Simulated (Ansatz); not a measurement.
Ansatz (an electronic-structure program) input file for CH10FNSi3, SMILES N[SiH2][Si@@H](F)C[SiH3], PBE-D3(BJ)/def2-SVP. 

Ansatz 0.2 input:
```yaml
crystal:
  periodic: [false, false, false]
  atoms:
    - {symbol: N, position_ang: [3.34577444, -0.61562802, -0.41862439]}
    - {symbol: Si, position_ang: [2.10385085, 0.59877469, -0.47728055]}
    - {symbol: Si, position_ang: [0.00673653, -0.41583695, -0.19601216]}
    - {symbol: F, position_ang: [-0.08802098, -1.04343512, 1.31991608]}
    - {symbol: C, position_ang: [-1.40659451, 0.80413063, -0.39114621]}
    - {symbol: Si, position_ang: [-3.02645053, 0.25844592, 0.42378782]}
    - {symbol: H, position_ang: [4.32228193, -0.34138590, -0.35685327]}
    - {symbol: H, position_ang: [3.24851801, -1.45939083, -0.97547454]}
    - {symbol: H, position_ang: [2.02204940, 1.41612472, -1.73949252]}
    - {symbol: H, position_ang: [2.34727622, 1.57015156, 0.63046929]}
    - {symbol: H, position_ang: [-0.19231669, -1.55866954, -1.13774498]}
    - {symbol: H, position_ang: [-1.58267089, 0.95146472, -1.47171780]}
    - {symbol: H, position_ang: [-1.12194602, 1.78665956, 0.02352594]}
    - {symbol: H, position_ang: [-4.14353619, 1.15458707, 0.00033503]}
    - {symbol: H, position_ang: [-2.90929600, 0.31334667, 1.90693719]}
    - {symbol: H, position_ang: [-3.35694117, -1.13673101, 0.01108756]}
basis:
  gaussian:
    orbitals: def2-SVP
hamiltonian:
  xc: pbe
  dispersion: d3bj
relax: {f_tol: 0.002, max_steps: 200}
```

Log of the run:

```
WARN ansatz: RAYON_NUM_THREADS=2 ignored (pool sized by the plan → 2); use --threads N
Functional definition: PBE
integrals: 0.10 GiB planned
1646 factors; their error is unknown
mean field: 0.51 GiB planned
mean field evaluation 1: about -28997.4417 eV, gradient 8.2e1 eV
mean field evaluation 2: about -28951.1053 eV, gradient 1.5e2 eV
mean field evaluation 4: about -29011.3157 eV, gradient 1.5e1 eV
mean field evaluation 8: about -29011.8977 eV, gradient 9.2e-2 eV
mean field evaluation 16: about -29011.7731 eV, gradient 1.2e-4 eV
mean field -29011.77310122 eV, -1066.1629965838 hartree, gradient 2.2e-5 eV, S^2 0.000000; 0 other end points of the search recorded, 0 dependent functions left out
the calculation of the forces begins
reference -29011.77315054 eV, -1066.1629983962 hartree; 37, 37 occupied and 109, 109 virtual orbitals, 1646 factors
relax step   1: F+E_penalty+E_count = -29012.16922155 eV  Δ(F+E_penalty+E_count) = +0.000e0 eV  max|allowed force component| = 3.379e-1 eV/Å  Δτ_max = 0.0000 Å  (29 SCF iters, accepted)
these checks for a lower state are left out or cut short: starts, cluster_reference, orbital_swaps, neighbouring_geometries, increment
integrals: 0.10 GiB planned
1646 factors; their error is unknown
mean field: 0.51 GiB planned
mean field -29011.78997301 eV, -1066.1636166106 hartree, gradient 2.5e-5 eV, S^2 0.000000; 0 other end points of the search recorded, 0 dependent functions left out
the calculation of the forces begins
reference -29011.79002246 eV, -1066.1636184278 hartree; 37, 37 occupied and 109, 109 virtual orbitals, 1646 factors
relax step   2: F+E_penalty+E_count = -29012.18533915 eV  Δ(F+E_penalty+E_count) = -1.612e-2 eV  max|allowed force component| = 1.700e-1 eV/Å  Δτ_max = 0.0195 Å  (30 SCF iters, accepted)
these checks for a lower state are left out or cut short: starts, cluster_reference, orbital_swaps, neighbouring_geometries, increment
integrals: 0.10 GiB planned
1646 factors; their error is unknown
mean field: 0.51 GiB planned
mean field evaluation 32: about -29011.7931 eV, gradient 2.6e-5 eV
mean field -29011.79308069 eV, -1066.1637308159 hartree, gradient 2.6e-5 eV, S^2 0.000000; 0 other end points of the search recorded, 0 dependent functions left out
the calculation of the forces begins
reference -29011.79313024 eV, -1066.1637326367 hartree; 37, 37 occupied and 109, 109 virtual orbitals, 1646 factors
relax step   3: F+E_penalty+E_count = -29012.18745095 eV  Δ(F+E_penalty+E_count) = -2.112e-3 eV  max|allowed force component| = 6.149e-2 eV/Å  Δτ_max = 0.0228 Å  (29 SCF iters, accepted)
these checks for a lower state are left out or cut short: starts, cluster_reference, orbital_swaps, neighbouring_geometries, increment
integrals: 0.10 GiB planned
1646 factors; their error is unknown
mean field: 0.51 GiB planned
mean field -29011.79349394 eV, -1066.1637460025 hartree, gradient 2.5e-5 eV, S^2 0.000000; 0 other end points of the search recorded, 0 dependent functions left out
the calculation of the forces begins
reference -29011.79354346 eV, -1066.1637478222 hartree; 37, 37 occupied and 109, 109 virtual orbitals, 1646 factors
relax step   4: F+E_penalty+E_count = -29012.18818982 eV  Δ(F+E_penalty+E_count) = -7.389e-4 eV  max|allowed force component| = 3.752e-2 eV/Å  Δτ_max = 0.0140 Å  (30 SCF iters, accepted)
these checks for a lower state are left out or cut short: starts, cluster_reference, orbital_swaps, neighbouring_geometries, increment
integrals: 0.10 GiB planned
1646 factors; their error is unknown
mean field: 0.51 GiB planned
mean field -29011.79383907 eV, -1066.1637586858 hartree, gradient 2.6e-5 eV, S^2 0.000000; 0 other end points of the search recorded, 0 dependent functions left out
the calculation of the forces begins
reference -29011.79388858 eV, -1066.1637605051 hartree; 37, 37 occupied and 109, 109 virtual orbitals, 1646 factors
relax step   5: F+E_penalty+E_count = -29012.18870405 eV  Δ(F+E_penalty+E_count) = -5.142e-4 eV  max|allowed force component| = 2.136e-2 eV/Å  Δτ_max = 0.0161 Å  (30 SCF iters, accepted)
these checks for a lower state are left out or cut short: starts, cluster_reference, orbital_swaps, neighbouring_geometries, increment
integrals: 0.10 GiB planned
1646 factors; their error is unknown
mean field: 0.51 GiB planned
mean field -29011.79390987 eV, -1066.1637612874 hartree, gradient 2.7e-5 eV, S^2 0.000000; 0 other end points of the search recorded, 0 dependent functions left out
the calculation of the forces begins
reference -29011.79395938 eV, -1066.1637631068 hartree; 37, 37 occupied and 109, 109 virtual orbitals, 1646 factors
relax step   6: F+E_penalty+E_count = -29012.18874902 eV  Δ(F+E_penalty+E_count) = -4.497e-5 eV  max|allowed force component| = 9.503e-3 eV/Å  Δτ_max = 0.0035 Å  (23 SCF iters, accepted)
these checks for a lower state are left out or cut short: starts, cluster_reference, orbital_swaps, neighbouring_geometries, increment
integrals: 0.10 GiB planned
1646 factors; their error is unknown
mean field: 0.51 GiB planned
mean field -29011.79388664 eV, -1066.1637604338 hartree, gradient 1.1e-5 eV, S^2 0.000000; 0 other end points of the search recorded, 0 dependent functions left out
the calculation of the forces begins
reference -29011.79393615 eV, -1066.1637622533 hartree; 37, 37 occupied and 109, 109 virtual orbitals, 1646 factors
relax step   7: F+E_penalty+E_count = -29012.18875543 eV  Δ(F+E_penalty+E_count) = -6.411e-6 eV  max|allowed force component| = 2.368e-3 eV/Å  Δτ_max = 0.0040 Å  (23 SCF iters, accepted)
these checks for a lower state are left out or cut short: starts, cluster_reference, orbital_swaps, neighbouring_geometries, increment
integrals: 0.10 GiB planned
1646 factors; their error is unknown
mean field: 0.51 GiB planned
mean field evaluation 64: about -29011.7939 eV, gradient 1.5e-5 eV
mean field -29011.79389794 eV, -1066.1637608492 hartree, gradient 1.5e-5 eV, S^2 0.000000; 0 other end points of the search recorded, 0 dependent functions left out
the calculation of the forces begins
reference -29011.79394745 eV, -1066.1637626687 hartree; 37, 37 occupied and 109, 109 virtual orbitals, 1646 factors
relax step   8: F+E_penalty+E_count = -29012.18875664 eV  Δ(F+E_penalty+E_count) = -1.209e-6 eV  max|allowed force component| = 9.243e-4 eV/Å  Δτ_max = 0.0017 Å  (21 SCF iters, accepted)
integrals: 0.10 GiB planned
1646 factors; their error is unknown
mean field: 0.51 GiB planned
mean field -29011.79389794 eV, -1066.1637608492 hartree, gradient 1.5e-5 eV, S^2 0.000000; 1 other end points of the search recorded, 0 dependent functions left out
the calculation of the forces begins
reference -29011.79394745 eV, -1066.1637626687 hartree; 37, 37 occupied and 109, 109 virtual orbitals, 1646 factors
Total energy: -29012.18880615 eV, -1066.1782734580 hartree
Atom 0 at     3.356078    -0.632417    -0.390474 Å, force     0.000159    -0.000374    -0.000146 eV/Å
Atom 1 at     2.106998     0.590189    -0.473045 Å, force     0.000404     0.000546     0.000118 eV/Å
Atom 2 at     0.001948    -0.420682    -0.191835 Å, force    -0.000444    -0.000924     0.000026 eV/Å
Atom 3 at    -0.103499    -1.052831     1.333518 Å, force     0.000479    -0.000022     0.000650 eV/Å
Atom 4 at    -1.406209     0.813745    -0.397946 Å, force     0.000152     0.000360    -0.000106 eV/Å
Atom 5 at    -3.025918     0.260368     0.425377 Å, force     0.000028    -0.000103    -0.000011 eV/Å
Atom 6 at     4.333505    -0.327587    -0.368396 Å, force    -0.000434     0.000057     0.000097 eV/Å
Atom 7 at     3.264331    -1.451524    -0.997308 Å, force     0.000172    -0.000091     0.000020 eV/Å
Atom 8 at     2.021369     1.416190    -1.747679 Å, force    -0.000009     0.000037    -0.000062 eV/Å
Atom 9 at     2.348259     1.573509     0.642500 Å, force    -0.000023     0.000131     0.000151 eV/Å
Atom 10 at    -0.204581    -1.570702    -1.145950 Å, force    -0.000075    -0.000072    -0.000363 eV/Å
Atom 11 at    -1.584346     0.953661    -1.486612 Å, force    -0.000422     0.000335    -0.000218 eV/Å
Atom 12 at    -1.118955     1.804317     0.015291 Å, force    -0.000185    -0.000009    -0.000076 eV/Å
Atom 13 at    -4.158907     1.158961     0.003361 Å, force     0.000002    -0.000007    -0.000019 eV/Å
Atom 14 at    -2.905094     0.315181     1.921050 Å, force     0.000078    -0.000060    -0.000224 eV/Å
Atom 15 at    -3.356265    -1.147770     0.009858 Å, force     0.000118     0.000197     0.000164 eV/Å
Dipole moment:     0.309743     0.119894    -0.428835 e Å
```

Self-consistency was reached.
